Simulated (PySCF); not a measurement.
Ionising NaGa

RHF-CCSD; PySCF, no relativity, basis sets Na aug-pcseg-1, Ga aug-pcseg-1. Neutral (RHF): singlet (closed shell), Re = 3.217 Å, ωe = 144 cm⁻¹, De = 0.63 eV.

NaGa⁺ (UHF): doublet (σ ↑), Re = 3.499 Å, ωe = 105 cm⁻¹, De = 0.80 eV to Na⁺ + Ga. The energies at the minima are -2084.88216 hartree for NaGa and -2084.70844 for NaGa⁺.

Q: Work out the adiabatic ionisation energy, without and with harmonic zero-point energies (1 hartree = 27.2114 eV, 1 eV = 8065.5 cm⁻¹), and the change of the bond length.

A: At CCSD: 0.17372 hartree = 4.727 eV between the minima; the zero-point term (105.0 − 144.0)/2 cm⁻¹ = -0.002 eV makes it 4.725 eV. Re changes by +28.2 pm against the neutral. The electron leaves a σ orbital, and the longer bond of the ion fits a bonding orbital, or a change in how ionic the bond is.

Correlated steps freeze 10 core orbitals. Correlated levels converge slowly with the basis: in double zeta they bind strong bonds too weakly, by up to about 1 eV, and carry superposition errors of some tenths. Spin–orbit coupling is left out. For an ion De counts to the pair picked by the measured ionisation energies or electron affinities, which need not be the lowest pair at this level. Where the molecule has an RHF reference, its open-shell atoms are computed with UHF. States were picked by a PBE0 search and need not be the measured ground states.

Neutral and ion stand on different kinds of reference determinant, which adds to the error of the difference.
